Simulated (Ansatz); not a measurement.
Start from `C[N]=[W](=[O])([Cl])[Cl]` and change one element to get `C[N]=[Mo](=[O])([Cl])[Cl]`.

Ansatz, PBE0-D4/def2-TZVP geometries, multiplicity 1. 

Elements past krypton have def2 core potentials.

| property | `C[N]=[W](=[O])([Cl])[Cl]` |
| --- | --- |
| LUMO energy (PBE/def2-TZVPP) / eV | -3.20 |
| HOMO–LUMO gap (PBE/def2-TZVPP) / eV | 3.55 |
| size of the dipole moment (B3LYP/def2-TZVPP) / D | 2.53 |
| HOMO–LUMO gap (B3LYP/def2-TZVPP) / eV | 5.17 |
| LUMO energy (B3LYP/def2-TZVPP) / eV | -2.71 |
| HOMO–LUMO gap (PBE0/def2-TZVPP) / eV | 5.60 |

Problem. What does the change do to each property? (Best estimate.)

Solution. The calculation gave: 
```tsv
property	`C[N]=[Mo](=[O])([Cl])[Cl]`	shift
LUMO energy (PBE/def2-TZVPP) / eV	-3.54	-0.34
HOMO–LUMO gap (PBE/def2-TZVPP) / eV	3.42	-0.13
size of the dipole moment (B3LYP/def2-TZVPP) / D	3.05	0.52
HOMO–LUMO gap (B3LYP/def2-TZVPP) / eV	5.01	-0.16
LUMO energy (B3LYP/def2-TZVPP) / eV	-3.08	-0.37
HOMO–LUMO gap (PBE0/def2-TZVPP) / eV	5.44	-0.16
```

With PBE0 the HOMO falls by 0.22 eV and the LUMO falls by 0.37 eV, so the gap narrows by about 0.15 eV. PBE moves the HOMO by -0.21 eV and ωB97M-V by -0.23 eV. Dipoles are sizes alone; their direction can turn.

B3LYP here is the variant with VWN-RPA as its local correlation; programs differ in this.
